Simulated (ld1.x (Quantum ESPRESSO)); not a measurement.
gold (Au): TM pseudisation with PBE, scalar-relativistic reference atom.

The input file (ld1.x (Quantum ESPRESSO) 7.5):

```
&input
   title='Au', zed=79., rel=1, dft='PBE', iswitch=3,
   config='[Xe] 4f14 5d10 6s0.5 6p0.5',
   nld=3, rlderiv=3.25, eminld=-3.0, emaxld=5.0, deld=0.02
 /
 &inputp
   pseudotype=2, tm=.true., lloc=0,
   nlcc=.true., rcore=1.55,
   file_pseudopw='Au.UPF', file_wfcaegen='ae.wfc', file_wfcncgen='nc.wfc', file_beta='beta', file_chi='chi'
 /
3
6P  2  1   0.50   0.00  3.00  3.00  0.0
5D  3  2  10.00   0.00  1.65  1.65  0.0
6S  1  0   0.50   0.00  2.00  2.00  0.0
 &test
   configts(1)='5d10 6s0.5 6p0.5'
 /
```

Command:

```bash
ld1.x < Au.in > Au.out
```

The program printed (shortened: banner, matrices, multipoles, cross overlaps and the repeated all-electron block are left out):

```
Program LD1 v.7.5
     --------------------------- All-electron run ----------------------------

     Au
     scalar relativistic calculation

     atomic number is 79.00
     dft =PBE   lsd =0 sic =0 latt =0  beta=0.20 tr2=1.0E-14
     Exchange-correlation= PBE
                           (   1   4   3   4   0   0   0)
     mesh =1279 r(mesh) = 100.03820 a.u. xmin = -7.00 dx = 0.01250
     1 Ry =  13.60569312 eV, c = 137.03599908

     n l     nl                  e(Ry)          e(Ha)          e(eV)
     1 0     1S 1( 2.00)     -5937.9369     -2968.9685    -80789.7477
     2 0     2S 1( 2.00)     -1047.7289      -523.8645    -14255.0779
     2 1     2P 1( 6.00)      -905.6198      -452.8099    -12321.5851
     3 0     3S 1( 2.00)      -247.3546      -123.6773     -3365.4311
     3 1     3P 1( 6.00)      -206.1444      -103.0722     -2804.7375
     4 0     4S 1( 2.00)       -53.7551       -26.8775      -731.3751
     4 1     4P 1( 6.00)       -40.2453       -20.1226      -547.5652
     3 2     3D 1(10.00)      -162.1713       -81.0857     -2206.4531
     5 0     5S 1( 2.00)        -8.0513        -4.0256      -109.5433
     5 1     5P 1( 6.00)        -4.4814        -2.2407       -60.9721
     4 2     4D 1(10.00)       -24.0381       -12.0190      -327.0549
     4 3     4F 1(14.00)        -6.0475        -3.0237       -82.2800
     5 2     5D 1(10.00)        -0.5897        -0.2948        -8.0232
     6 0     6S 1( 0.50)        -0.4871        -0.2435        -6.6272
     6 1     6P 1( 0.50)        -0.1007        -0.0504        -1.3703

     final scf error:  6.9E-15 reached in  34 iterations

     Etot =  -38023.563126 Ry,  -19011.781563 Ha, -517336.931341 eV

     Ekin =   42555.642855 Ry,   21277.821428 Ha,  578999.017339 eV
     Encl =  -94620.433559 Ry,  -47310.216779 Ha,-1287376.582166 eV
     Eh   =   14765.714627 Ry,    7382.857313 Ha,  200897.781957 eV
     Exc  =    -724.487050 Ry,    -362.243525 Ha,   -9857.148471 eV

     normalization and overlap integrals

     s(1S/1S) =  1.000000  <r> =   0.0169  <r2> =    0.0004  r(max) =   0.0104
     s(2S/2S) =  1.000000  <r> =   0.0711  <r2> =    0.0060  r(max) =   0.0604
     s(2P/2P) =  1.000000  <r> =   0.0642  <r2> =    0.0050  r(max) =   0.0501
     s(3S/3S) =  1.000000  <r> =   0.1838  <r2> =    0.0386  r(max) =   0.1704
     s(3P/3P) =  1.000000  <r> =   0.1851  <r2> =    0.0397  r(max) =   0.1683
     s(4S/4S) =  1.000000  <r> =   0.4070  <r2> =    0.1869  r(max) =   0.3841
     s(4P/4P) =  1.000000  <r> =   0.4335  <r2> =    0.2136  r(max) =   0.4038
     s(3D/3D) =  1.000000  <r> =   0.1677  <r2> =    0.0329  r(max) =   0.1378
     s(5S/5S) =  1.000000  <r> =   0.9272  <r2> =    0.9647  r(max) =   0.8441
     s(5P/5P) =  1.000000  <r> =   1.0732  <r2> =    1.3041  r(max) =   0.9565
     s(4D/4D) =  1.000000  <r> =   0.4584  <r2> =    0.2428  r(max) =   0.4088
     s(4F/4F) =  1.000000  <r> =   0.4987  <r2> =    0.3016  r(max) =   0.3746
     s(5D/5D) =  1.000000  <r> =   1.6056  <r2> =    3.1151  r(max) =   1.2129
     s(6S/6S) =  1.000000  <r> =   2.8160  <r2> =    9.1469  r(max) =   2.2946
     s(6P/6P) =  1.000000  <r> =   4.8680  <r2> =   28.7182  r(max) =   3.5098

     ------------------------ End of All-electron run ------------------------

     --------------------- Generating NC pseudopotential ---------------------

      Generating local pot.: lloc=0, matching radius rcloc =   2.0000

      Computing core charge for nlcc:

       r > 1.56 : true rho core
       r < 1.56 : rho core = a sin(br)/r    a=   4.15  b=   1.75

      Integrated core pseudo-charge :   4.62

      Wfc   6P  rcut= 3.021  Using Troullier-Martins method

      Wfc   5D  rcut= 1.658  Using Troullier-Martins method

     ------------------- End of pseudopotential generation -------------------

     Computing logarithmic derivative in   3.23595
     Computing logarithmic derivative in   3.23595
     Computing the partial wave expansion
       no projector for channel:   0
     R is outside the sphere for l=    1 j= 0.00
     R is outside the sphere for l=    2 j= 0.00

     ---------------------- Testing the pseudopotential ----------------------

     Au
     scalar relativistic calculation

     atomic number is 79.00   valence charge is 11.00
     dft =PBE   lsd =0 sic =0 latt =0  beta=0.20 tr2=1.0E-14
     mesh =1279 r(mesh) = 100.03820 xmin = -7.00 dx = 0.01250

     n l     nl             e AE (Ry)        e PS (Ry)    De AE-PS (Ry)
     3 2     5D   1(10.00)       -0.58969       -0.58970        0.00000
     1 0     6S   1( 0.50)       -0.48709       -0.48709        0.00000
     2 1     6P   1( 0.50)       -0.10071       -0.10071        0.00000

     eps = 9.4E-15  iter = 12

     Etot =  -38023.563126 Ry,  -19011.781563 Ha, -517336.931341 eV
     Etotps =   -72.266993 Ry,     -36.133497 Ha,    -983.242536 eV

     Ekin =      49.758676 Ry,      24.879338 Ha,     677.001277 eV
     Encl =    -110.986198 Ry,     -55.493099 Ha,   -1510.044149 eV
     Ehrt =      63.202668 Ry,      31.601334 Ha,     859.916107 eV
     Ecxc =     -17.888772 Ry,      -8.944386 Ha,    -243.389144 eV
     (Ecc =      -4.849639 Ry,      -2.424819 Ha,     -65.982699 eV)
     Epseu=     -56.353368 Ry,     -28.176684 Ha,    -766.726627 eV

     ---------------------- End of pseudopotential test ----------------------
```

Generation and configuration tests took about 2.3 s on one core of a shared server CPU.
